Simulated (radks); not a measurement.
Values are calculated unless marked as measured or tabulated.
Valence configurations of the thulium ion Tm3+ (all share [Xe]). Code: a radial shooting solver on a logarithmic mesh with Libxc functionals. Model: Dirac Kohn-Sham, PBE, spin-unpolarised, spherical densities, point nucleus; open shells fill j = l - 1/2 first. Energies are relative to 4f12; eigenvalues in eV.

valence       E (eV)  e(4f5/2)  e(4f7/2)  e(5d3/2)  e(6p1/2)  e(6s1/2)
4f12           0.000   -36.331   -35.058         -         -         -
4f10 5d2      30.527   -51.839   -50.426   -29.155         -         -
4f11 6s1      15.067   -47.126   -45.781         -         -   -26.423
4f11 6p1      20.708   -48.165   -46.819         -   -21.358         -
4f8 5d4       86.716   -69.665   -68.106   -32.825         -         -
4f9 5d2 6p1   66.149   -65.191   -63.702   -34.321   -22.487         -
4f11.5 5d0.5   5.508   -39.950   -38.643   -26.304         -         -
4f10 6s2      39.094   -59.046   -57.627         -         -   -28.744

NIST lists [Xe] 4f12 as the ground configuration; this level of theory agrees among the configurations tried. The energies are those of spherical spin-averaged densities, not of single terms.
